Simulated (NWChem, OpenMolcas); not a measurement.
## How basis sets differ on SiN2H6O (SMILES N[SiH](N)O)

SiN2H6O: 10 atoms, total charge 0, spin state singlet. As SMILES, `N[SiH](N)O`. The coordinates come from a PBE0-D4/def2-TZVP relaxation. This is one conformer, not always the lowest.

| atom | x (Å) | y (Å) | z (Å) |
| --- | --- | --- | --- |
| N | -0.7755 | 1.2155 | -0.1378 |
| Si | 0.4923 | 0.0857 | 0.0871 |
| N | -0.2486 | -1.2498 | 0.8474 |
| O | 1.2067 | -0.1183 | -1.3842 |
| H | -0.6207 | 2.0363 | -0.7002 |
| H | -1.4132 | 1.4053 | 0.6182 |
| H | 1.6427 | 0.4595 | 0.9440 |
| H | -1.1235 | -1.6250 | 0.5197 |
| H | 0.3023 | -1.9429 | 1.3253 |
| H | 0.6208 | -0.3174 | -2.1166 |

Each level gives the dipole moment (D). The values are calculated.

```json
{"level": "HF/ANO-L-MB", "kind": "Hartree–Fock", "program": "OpenMolcas", "value (D)": "1.62", "CPU time": "4.4 s"}
{"level": "HF/ANO-RCC-MB (DKH2)", "kind": "Hartree–Fock", "program": "OpenMolcas", "value (D)": "2.02", "CPU time": "3.8 s"}
{"level": "HF/STO-3G", "kind": "Hartree–Fock", "program": "OpenMolcas", "value (D)": "0.99", "CPU time": "1.3 s"}
{"level": "HF/3-21G", "kind": "Hartree–Fock", "program": "OpenMolcas", "value (D)": "2.27", "CPU time": "1.7 s"}
{"level": "HF/def2-SVP", "kind": "Hartree–Fock", "program": "NWChem", "value (D)": "2.14", "CPU time": "12 s"}
```

The values span 0.99 to 2.27 D. Magnitudes only. Sets without polarisation functions give poor dipoles. CPU times are rough (shared hosts, several kinds of processor and program).
